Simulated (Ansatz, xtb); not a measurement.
# A geometry optimisation of Cl4F2W with r2SCAN-D4/def2-SVP

The starting geometry of this gas-phase singlet is a given trial structure shaken by 0.3 Å.

```json
{"atom": "Cl", "x (Å)": "0.1355", "y (Å)": "-1.9423", "z (Å)": "1.4887"}
{"atom": "Cl", "x (Å)": "2.1086", "y (Å)": "0.0704", "z (Å)": "-1.4696"}
{"atom": "Cl", "x (Å)": "-0.0586", "y (Å)": "1.0821", "z (Å)": "0.1043"}
{"atom": "Cl", "x (Å)": "1.8644", "y (Å)": "-0.7836", "z (Å)": "1.2407"}
{"atom": "F", "x (Å)": "-1.2624", "y (Å)": "1.1528", "z (Å)": "-1.6945"}
{"atom": "F", "x (Å)": "-1.8286", "y (Å)": "0.3991", "z (Å)": "0.3921"}
{"atom": "W", "x (Å)": "-0.1749", "y (Å)": "-0.4786", "z (Å)": "-1.0716"}
```

Problem. Guess where an optimisation with r2SCAN-D4/def2-SVP ends from this start.

Solution. It ends as a structure given below by its coordinates. Distances that change by over a tenth: Cl1–W7 (2.97 → 2.30 Å), Cl3–F6 (1.92 → 2.92 Å), Cl3–W7 (1.96 → 2.30 Å), Cl4–W7 (3.10 → 2.29 Å), F6–W7 (2.38 → 1.87 Å). Contacts that open: Cl1–Cl4 (2.10 → 3.30 Å).

The energy falls by 14.65 eV over 17 steps:

```csv
step,E − E(last) (eV)
1,14.650
3,9.959
5,5.878
6,4.806
8,2.453
10,0.866
12,0.433
13,0.234
15,0.001
17,0.000
```

Final geometry (Å):

```xyz
7

Cl   -0.3692   -2.3234   -0.2690
Cl    1.7966   -0.2552   -1.6504
Cl    0.3241    2.2232   -0.0470
Cl    1.4631   -0.3654    1.6526
F    -1.1245    0.1859   -1.5568
F    -1.3822    0.1004    1.0083
W     0.0760   -0.0656   -0.1476
```

From the same start GFN2-xTB reaches the same bonding as this run.

From so rough a start the end depends on the optimiser's path, so another program may land elsewhere. The end wasn't checked by frequencies. Atoms past krypton carry core potentials, without spin–orbit terms. Run with Ansatz 0.2.0, 120 s on 2 threads of Arm Neoverse V1, on a shared host.
